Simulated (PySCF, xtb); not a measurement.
Si(Cl)2(Me)(SH) (CH4Cl2SSi), SMILES C[Si](S)(Cl)Cl. Other conformers were not sampled.

Harmonic wavenumbers (cm⁻¹) from GFN2-xTB (xtb) at its own minimum, in rising order: 100, 104, 118, 135, 169, 175, 182, 395, 501, 518, 715, 749, 835, 838, 1374, 1461, 1461, 2459, 3041, 3043, 3046.

Problem. What does PBE0-D3(BJ)/def2-SVP (PySCF) give at its own minimum? (The exact figures need the calculation; the answer reports its results.)

Solution. 117, 145, 170, 194, 206, 211, 219, 440, 573, 582, 721, 768, 809, 818, 1268, 1418, 1419, 2706, 3064, 3175, 3183. Paired by order, the mean absolute difference is 60 cm⁻¹ and the zero-point energies are 30.6 and 31.7 kcal/mol.
